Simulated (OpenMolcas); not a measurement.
## Ionisation energies of cobalt

```json
{
  "Program": "OpenMolcas",
  "Basis": "ANO-R2 [7s5p4d2f1g]",
  "Scalar Hamiltonian": "X2C, finite nucleus",
  "Spin-orbit coupling": "state interaction with AMFI integrals over the reference wave functions, term energies averaged over their components"
}
```

Active shells in each charge state: the valence d, s shells, with orbitals averaged over the low states. Where CASPT2's correlated closed shells are named, they are those of the first ion.

A. CASSCF
B. SS-CASPT2, IPEA 0.25 Eh, imaginary shift 0.1 Eh (closed shells correlated: 3s 3p)
C. SS-CASPT2, IPEA 0.25 Eh, imaginary shift 0.1 Eh (closed shells correlated: 2s 2p 3s 3p)
D. SS-CASPT2, IPEA 0 Eh, imaginary shift 0.1 Eh (closed shells correlated: 3s 3p)

Energies in eV between the lowest computed levels, named as in B; reference values from the NIST Atomic Spectra Database with their kind.

```json
{"From": "Co 3d⁷ 4s² ⁴F_9/2", "To": "Co+ 3d⁷ 4s ⁵F₅", "A": "5.813", "B": "8.693", "C": "8.691", "D": "8.753", "Spin-orbit share in B": "-0.006", "Reference": "7.881 (measured)"}
{"From": "Co+ 3d⁷ 4s ⁵F₅", "To": "Co2+ 3d⁷ ⁴F_9/2", "A": "15.690", "B": "16.644", "C": "16.644", "D": "16.703", "Spin-orbit share in B": "-0.001", "Reference": "17.084 (measured)"}
```

Error against the reference values, in %:

```json
{"From": "Co", "Reference": "measured", "A": "-26.2", "B": "+10.3", "C": "+10.3", "D": "+11.1"}
{"From": "Co+", "Reference": "measured", "A": "-8.2", "B": "-2.6", "C": "-2.6", "D": "-2.2"}
```

Mean absolute error over the 2 measured values: A 1.73 eV, B 0.63 eV, C 0.63 eV, D 0.63 eV.

The lowest level within the active space need not be the ion's true ground level.
